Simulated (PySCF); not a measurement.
Computed IR spectrum (relative IR intensity) of a molecule C2H12N2Si2. Geometry: B3LYP-D3(BJ)/def2-SVP. One conformer was computed; it need not be the lowest. Calculation: B3LYP-D3(BJ)/def2-SVP (PySCF 2.14.0). Frequencies are harmonic and unscaled.

Lines under 2 % of the strongest are left out, and lines within 2 cm⁻¹ are merged.

```json
[
 {"ν (cm⁻¹)": "223", "relative intensity": "6.0"},
 {"ν (cm⁻¹)": "272", "relative intensity": "11"},
 {"ν (cm⁻¹)": "312", "relative intensity": "14"},
 {"ν (cm⁻¹)": "364", "relative intensity": "6.3"},
 {"ν (cm⁻¹)": "635", "relative intensity": "3.0"},
 {"ν (cm⁻¹)": "717", "relative intensity": "33"},
 {"ν (cm⁻¹)": "776", "relative intensity": "10"},
 {"ν (cm⁻¹)": "807", "relative intensity": "55"},
 {"ν (cm⁻¹)": "856", "relative intensity": "38"},
 {"ν (cm⁻¹)": "891", "relative intensity": "32"},
 {"ν (cm⁻¹)": "912", "relative intensity": "100"},
 {"ν (cm⁻¹)": "931", "relative intensity": "38"},
 {"ν (cm⁻¹)": "941", "relative intensity": "26"},
 {"ν (cm⁻¹)": "970", "relative intensity": "29"},
 {"ν (cm⁻¹)": "1010", "relative intensity": "41"},
 {"ν (cm⁻¹)": "1080", "relative intensity": "2.4"},
 {"ν (cm⁻¹)": "1184", "relative intensity": "43"},
 {"ν (cm⁻¹)": "1252", "relative intensity": "3.7"},
 {"ν (cm⁻¹)": "1271", "relative intensity": "9.0"},
 {"ν (cm⁻¹)": "1466", "relative intensity": "2.5"},
 {"ν (cm⁻¹)": "1632", "relative intensity": "4.9"},
 {"ν (cm⁻¹)": "2188", "relative intensity": "52"},
 {"ν (cm⁻¹)": "2202", "relative intensity": "53"},
 {"ν (cm⁻¹)": "2221", "relative intensity": "44"},
 {"ν (cm⁻¹)": "2227", "relative intensity": "25"},
 {"ν (cm⁻¹)": "2912", "relative intensity": "21"},
 {"ν (cm⁻¹)": "3032", "relative intensity": "7.8"},
 {"ν (cm⁻¹)": "3113", "relative intensity": "3.0"},
 {"ν (cm⁻¹)": "3586", "relative intensity": "12"}
]
```

### Question
Which molecule gave these data?
A. C[SiH2]CN[SiH2]N
B. C[Si@H](CN)N[SiH3]
C. C[Si@@](N)([SiH3])CN
D. CN[Si@@H](N)[SiH2]C

### Answer
B, C[Si@H](CN)N[SiH3]
